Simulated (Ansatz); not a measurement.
Two isomers of CH7FSSi2: A = `C[SiH](F)[SiH2]S`, B = `FC([SiH3])[SiH2]S`.

Calculated with Ansatz (gas phase, PBE0-D4/def2-TZVP geometries, no zero-point term in ΔE). CBS: MP2 limit from def2 TZ/QZ plus the TZ coupled-cluster correction, frozen cores. Functionals use def2-TZVPP. B3LYP here is the variant with VWN-RPA as its local correlation; programs differ in this. Each species was taken in one conformer, which may not be the lowest.

Task: Which isomer does CCSD(T)/CBS put lower? Give the gap. (Best estimate.)

Result: The calculation gave: A, by 254.5 kJ/mol.

Task: Give E(B) − E(A) in kJ/mol with PBE0-D4, HF/def2-TZVPP, MP2/def2-TZVPP, PBE-D4, B2PLYP, B3LYP-D4, ωB97M-V. (Best estimate.)

Result: The calculation gave: PBE0-D4 251.6, HF/def2-TZVPP 252.2, MP2/def2-TZVPP 257.6, PBE-D4 244.6, B2PLYP 250.5, B3LYP-D4 246.2, ωB97M-V 243.0. None reverses the order clearly.

Largest T1 diagnostic: 0.012.

From PBE to PBE0 (25 % exact exchange), in def2-TZVPP and without D4, E(B) − E(A) moves by +6.8 kJ/mol.
